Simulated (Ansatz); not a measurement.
Born–Oppenheimer molecular dynamics of AlF₂H₂N (6 atoms, charge 0, multiplicity 1). It starts from a relaxed structure.

Level of theory: RKS PBE/def2-SVP (Ansatz).

```yaml
ensemble: NVT, Nosé–Hoover chain
time_step: 0.25 fs
steps_asked: 166
set_temperature: 2000 K
thermostat: time constant 100 fs, chain length 3 (defaults)
seed: 263976
```

Frames 0.5 fs apart, positions in Å, forces in eV/Å.

Velocities at 22.5 fs (Å/ps):

```
Al -8.87 -3.30 6.23
F 1.83 2.08 -6.35
F -0.92 0.60 -3.40
N 12.06 2.50 -0.68
H 23.60 -26.23 50.83
H 28.92 29.29 -24.38
```

```xyz
6
Properties=species:S:1:pos:R:3:forces:R:3 time_fs=22.5 energy_less_start_eV=0.377 T=1294
Al -0.110 -0.019 0.053 2.11 0.72 -2.12
F 0.034 -0.426 1.667 -0.08 0.00 -0.19
F 1.359 0.430 -0.914 -2.20 -0.64 1.81
N -1.539 0.026 -1.006 0.37 -0.75 1.69
H -2.442 -0.420 -0.900 -0.30 -0.03 0.14
H -1.493 0.564 -1.837 0.09 0.69 -1.33
6
Properties=species:S:1:pos:R:3:forces:R:3 time_fs=23 energy_less_start_eV=0.378 T=1293
Al -0.114 -0.021 0.057 2.33 0.81 -2.27
F 0.035 -0.425 1.664 -0.08 -0.05 -0.01
F 1.359 0.430 -0.915 -2.23 -0.66 1.85
N -1.533 0.028 -1.006 0.21 -0.36 0.99
H -2.430 -0.433 -0.874 -0.16 0.14 -0.04
H -1.478 0.580 -1.850 -0.08 0.12 -0.52
6
Properties=species:S:1:pos:R:3:forces:R:3 time_fs=23.5 energy_less_start_eV=0.407 T=1239
Al -0.118 -0.022 0.059 2.54 0.89 -2.41
F 0.035 -0.424 1.661 -0.07 -0.10 0.17
F 1.358 0.430 -0.917 -2.26 -0.67 1.88
N -1.527 0.029 -1.006 0.03 -0.02 0.33
H -2.419 -0.446 -0.849 0.00 0.32 -0.23
H -1.464 0.595 -1.865 -0.24 -0.43 0.25
6
Properties=species:S:1:pos:R:3:forces:R:3 time_fs=24 energy_less_start_eV=0.460 T=1137
Al -0.122 -0.024 0.062 2.75 0.97 -2.54
F 0.036 -0.423 1.658 -0.06 -0.15 0.35
F 1.356 0.430 -0.918 -2.28 -0.68 1.91
N -1.520 0.030 -1.006 -0.15 0.24 -0.20
H -2.408 -0.458 -0.824 0.14 0.50 -0.41
H -1.450 0.610 -1.879 -0.39 -0.89 0.89
6
Properties=species:S:1:pos:R:3:forces:R:3 time_fs=24.5 energy_less_start_eV=0.528 T=1008
Al -0.126 -0.025 0.064 2.94 1.05 -2.66
F 0.037 -0.422 1.655 -0.06 -0.20 0.53
F 1.355 0.430 -0.919 -2.30 -0.69 1.94
N -1.514 0.031 -1.006 -0.33 0.42 -0.58
H -2.397 -0.469 -0.800 0.26 0.66 -0.59
H -1.437 0.622 -1.892 -0.52 -1.25 1.36
6
Properties=species:S:1:pos:R:3:forces:R:3 time_fs=25 energy_less_start_eV=0.598 T=874
Al -0.129 -0.026 0.067 3.13 1.12 -2.77
F 0.038 -0.421 1.652 -0.05 -0.24 0.70
F 1.353 0.430 -0.919 -2.30 -0.69 1.95
N -1.508 0.032 -1.006 -0.49 0.51 -0.82
H -2.385 -0.478 -0.777 0.34 0.79 -0.75
H -1.426 0.632 -1.901 -0.63 -1.49 1.68
6
Properties=species:S:1:pos:R:3:forces:R:3 time_fs=25.5 energy_less_start_eV=0.659 T=757
Al -0.132 -0.027 0.068 3.30 1.19 -2.86
F 0.039 -0.420 1.649 -0.04 -0.29 0.86
F 1.351 0.430 -0.920 -2.30 -0.70 1.97
N -1.502 0.034 -1.006 -0.62 0.53 -0.93
H -2.372 -0.485 -0.756 0.37 0.89 -0.89
H -1.416 0.638 -1.905 -0.71 -1.63 1.85
6
Properties=species:S:1:pos:R:3:forces:R:3 time_fs=26 energy_less_start_eV=0.704 T=672
Al -0.135 -0.028 0.070 3.46 1.25 -2.94
F 0.040 -0.419 1.646 -0.04 -0.33 1.02
F 1.349 0.430 -0.920 -2.29 -0.70 1.98
N -1.496 0.035 -1.007 -0.72 0.50 -0.92
H -2.358 -0.491 -0.738 0.35 0.94 -1.00
H -1.407 0.640 -1.906 -0.76 -1.66 1.86
6
Properties=species:S:1:pos:R:3:forces:R:3 time_fs=26.5 energy_less_start_eV=0.728 T=625
Al -0.138 -0.029 0.071 3.61 1.31 -3.01
F 0.041 -0.418 1.643 -0.03 -0.37 1.16
F 1.346 0.429 -0.920 -2.28 -0.70 1.98
N -1.491 0.037 -1.007 -0.77 0.40 -0.79
H -2.343 -0.494 -0.721 0.26 0.95 -1.08
H -1.401 0.638 -1.902 -0.80 -1.59 1.74
6
Properties=species:S:1:pos:R:3:forces:R:3 time_fs=27 energy_less_start_eV=0.736 T=612
Al -0.140 -0.030 0.072 3.75 1.35 -3.06
F 0.042 -0.417 1.641 -0.02 -0.40 1.29
F 1.343 0.429 -0.919 -2.26 -0.70 1.98
N -1.485 0.038 -1.008 -0.79 0.25 -0.54
H -2.328 -0.495 -0.708 0.13 0.92 -1.12
H -1.396 0.633 -1.894 -0.80 -1.41 1.45
6
Properties=species:S:1:pos:R:3:forces:R:3 time_fs=27.5 energy_less_start_eV=0.732 T=619
Al -0.142 -0.031 0.073 3.88 1.39 -3.10
F 0.043 -0.417 1.638 -0.02 -0.43 1.41
F 1.340 0.428 -0.919 -2.23 -0.70 1.98
N -1.480 0.040 -1.009 -0.78 0.02 -0.17
H -2.312 -0.493 -0.697 -0.06 0.84 -1.13
H -1.393 0.624 -1.883 -0.78 -1.12 1.00
6
Properties=species:S:1:pos:R:3:forces:R:3 time_fs=28 energy_less_start_eV=0.728 T=627
Al -0.143 -0.032 0.074 3.99 1.43 -3.11
F 0.043 -0.416 1.636 -0.02 -0.46 1.51
F 1.337 0.428 -0.918 -2.20 -0.69 1.97
N -1.474 0.042 -1.010 -0.74 -0.27 0.34
H -2.297 -0.490 -0.688 -0.29 0.71 -1.09
H -1.392 0.612 -1.869 -0.74 -0.71 0.39
```

Of the whole run (42 fs, mean temperature of the second half 979 K): The conserved energy stayed within 0.18 meV per atom of its start (net change 0.034 meV per atom), so the integration is sound. The mean temperature of the second half is 51 % below the set value. A run of 0.042 ps of so small a system gives no equilibrium averages.

Time of the run: 4.2 min on 1 thread of Arm Neoverse V1 (shared host), peak memory 0.11 GiB.
